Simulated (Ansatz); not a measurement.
Program: Ansatz. Geometries: PBE0-D4/def2-TZVP. ΔE: electronic, gas phase. CCSD(T)/CBS is the MP2 limit (def2-TZVPP, def2-QZVPP) plus CCSD(T) − MP2 in def2-TZVPP, frozen cores. This one scheme is used for every species. DFT in def2-TZVPP. One conformer a species, not always the lowest.

Consider the ligand exchange at the Si–O bond: `CN(C)[Si]O` + `CNC` → `CN(C)[Si]N(C)C` + H₂O.

`CN(C)[Si]O`:

Cartesian coordinates in Å:
```
C 0.663 -0.781 -0.462
N -0.185 0.210 0.148
C -0.646 -0.188 1.460
Si -0.712 1.744 -0.442
O -0.025 1.875 -1.942
H 1.016 -0.462 -1.445
H 0.134 -1.732 -0.595
H 1.549 -0.978 0.155
H -1.229 -1.117 1.415
H -1.285 0.593 1.883
H 0.194 -0.350 2.147
H 0.526 1.187 -2.323
```

`CNC`:

Z-matrix (Å, degrees):
```
C
N 1 1.445
H 1 1.094 2 109.4
H 1 1.092 2 110.0 3 117.9
H 1 1.104 2 114.0 3 -120.2
C 2 1.445 1 112.8 3 65.3
H 2 1.011 1 109.8 3 -171.9
H 6 1.104 2 114.0 1 54.9
H 6 1.094 2 109.4 1 -65.3
H 6 1.092 2 110.0 1 176.8
```

`CN(C)[Si]N(C)C`:

Cartesian coordinates in Å:
```
C 2.135 -1.701 0.688
N 0.941 -0.900 0.540
C 0.542 -0.265 1.773
Si 0.118 -0.990 -0.979
N -0.883 0.420 -1.015
C -0.712 1.694 -0.360
C -1.982 0.419 -1.954
H 3.014 -1.081 0.907
H 2.028 -2.430 1.502
H 2.336 -2.247 -0.238
H 1.224 0.544 2.070
H -0.464 0.146 1.690
H 0.536 -0.999 2.589
H -1.517 1.911 0.356
H 0.240 1.734 0.168
H -0.716 2.501 -1.104
H -2.949 0.534 -1.447
H -2.005 -0.527 -2.503
H -1.886 1.237 -2.681
```

H₂O:

Z-matrix (Å, degrees):
```
O
H 1 0.960
H 1 0.960 2 105.1
```

CCSD(T)/CBS gives +40.4 kJ/mol.

(1) Another level gave +50.8 kJ/mol. Which?
A. CCSD(T)/def2-TZVPP
B. r2SCAN0-D4/def2-TZVPP
C. CAM-B3LYP-D4/def2-TZVPP
D. CAM-B3LYP/def2-TZVPP

Largest T1 diagnostic among the species: 0.013.

Results:

(1) C. CAM-B3LYP-D4 50.8, CCSD(T)/def2-TZVPP 41.8, CAM-B3LYP 60.7, r2SCAN0-D4 46.2 kJ/mol.

In def2-TZVPP, CCSD(T) changes the Hartree–Fock value by −29.6 kJ/mol (the triples alone add −5.0 kJ/mol) and MP2 by −34.2 kJ/mol. The D4 term adds −16.3 kJ/mol with B3LYP and −9.4 kJ/mol with PBE0; it sums over pairs of atoms, weighted by their polarisabilities, and B3LYP, whose exchange is more repulsive, gets the larger term. Leaving LDA and LC-ωPBE aside and taking each functional with its dispersion term where it has one, the values, not all of them listed here, spread over 19.2 kJ/mol, from revPBE-D4 to B2PLYP. LDA lies −12.5 kJ/mol from PBE without D4.

B3LYP here is the variant with VWN-RPA as its local correlation; programs differ in this.
